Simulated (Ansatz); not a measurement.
## Energy profile

The step: Ge₃NH₁₀ ([NH3][GeH]([GeH3])[GeH3]) + GeH₃ + H₂O → Ge₃NH₉ ([NH2][GeH]([GeH3])[GeH3]) + GeH₄ + H₂O; bonds formed: Ge2–H8, H6–O9; bonds broken: H6–N7, H8–O9 (atoms numbered as in the saddle structure below).

Ge1  (-1.553, 0.118, 0.083)
Ge2  (2.360, -0.373, -0.678)
Ge3  (-0.866, -0.780, 2.233)
Ge4  (-1.490, -1.417, -1.803)
H5  (-2.948, 0.774, 0.192)
H6  (0.365, 1.790, 0.568)
N7  (-0.451, 1.665, -0.325)
H8  (1.846, 0.794, 0.743)
O9  (1.271, 1.577, 1.446)
H10  (2.225, -1.923, -0.545)
H11  (1.405, -0.145, -1.929)
H12  (3.740, -0.219, -1.386)
H13  (-0.939, 0.311, 3.307)
H14  (-1.907, -1.873, 2.548)
H15  (0.528, -1.396, 2.137)
H16  (-2.864, -2.110, -1.833)
H17  (-0.382, -2.455, -1.623)
H18  (-1.302, -0.618, -3.101)
H19  (-1.011, 2.494, -0.489)
H20  (0.108, 1.474, -1.156)
H21  (1.865, 2.314, 1.611)
(Å)

Electronic energies by CCSD(T) at an estimated basis limit (MP2 extrapolated from triple and quadruple zeta, plus CCSD(T) − MP2 in triple zeta), on PBE0-D4/def2-TZVP structures; Ge4NH15O, singlet; no counterpoise correction. Ansatz 0.2.0; basis: def2-TZVPP and def2-QZVPP; cores frozen in the correlated methods. Filled d shells of the heavier atoms are correlated. The def2 sets are not built for correlating such inner shells, so the correlated values are less sure here. Extrapolation: Hartree–Fock as exp(−7.88 √X), correlation as X^−2.97.

Q: Give the profile in kJ/mol, counted from the start structure. (An estimate is asked for; the value comes from the calculation.)

A: Computed:
```tsv
point	kJ/mol
start structure	0.0
saddle	30.0
end structure	-114.7
separated: Ge3NH9 (linked as [NH2][GeH]([GeH3])[GeH3]; Ge1, Ge3, Ge4, H5, N7, H13, H14, H15, H16, H17, H18, H19, H20; singlet) + GeH4 (Ge2, H8, H10, H11, H12; singlet) + H2O (H6, O9, H21; singlet)	-73.1
```

No T1 diagnostic of these runs exceeds 0.013.

For scale, one of the runs: CCSD(T)/def2-TZVPP, 464 basis functions, launched by `ansatz run in.yaml --threads 11 --pin off --events-out ev --progress --plain --max-ram 174080MiB --backend cuda --devices 0, --max-vram 75GiB`. Hardware: 11 CPU threads of an AMD EPYC 7R13 and one NVIDIA H100, shared host. Wall time 35 s; peak host memory 1.2 GiB.
